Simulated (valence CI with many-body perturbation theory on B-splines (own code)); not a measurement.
**Gd LX in brief**

Computed by relativistic CI+MBPT: three valence electrons over a frozen Dirac-Fock core [He], a basis of 11 s, 11 p, 10 d, 8 f, 5 g, 2 h functions for each j, with the one-electron correlation potential Σ1, the two-electron term Σ2, the three-electron term Σ3, Breit, model QED; selected CI, second order for the rest, scaled by the run's own slope (own B-spline code, finite nucleus).

The last digits are not significant, and no measured levels were compared; by estimate large intervals hold to a few tenths of a per cent, small ones and those within an open d or f shell to about a per cent.

Levels are named by their leading jj configuration (3d3/2^4 stands for four electrons in 3d with j = 3/2), which in mixed levels can hold well under half, so a name can repeat and another be missing.

Rates and lifetimes use the calculated energies. Strong lines usually hold to 10 to 20 %, long lifetimes can be off by a factor of two.

Task: What is the ground level?

Result: (2s^2 2p1/2) J=1/2, composition 100 % 2s²2p ²P°, g = 0.629.

Task: What is the ionisation energy?

Result: 13515 eV; NIST lists 13521 ± 7 eV (theoretical).

Task: Among levels below 809.24 Ry, which E1 lines absorb most strongly from the ground level?

Result: to (2s^2 3d3/2) J=3/2 at 0.1559 nm, f = 0.562; to (2s 2p1/2 3p1/2) J=3/2 at 0.1583 nm, f = 0.215; to (2s 2p1/2 3p3/2) J=3/2 at 0.1536 nm, f = 0.166.

Task: Where does the other parity begin?

Result: At (2s 2p1/2^2) J=1/2, 15.65 Ry.

Task: How well does LS coupling describe the low levels?

Result: Among the lowest 20 levels the leading LS term, summed over configurations, holds 76 % on average. For single configurations the figures are 76 % in LS and 99 % in jj coupling. Terms mix most in the J = 3/2 level at 90.44 Ry, where the leading one holds 48 %.
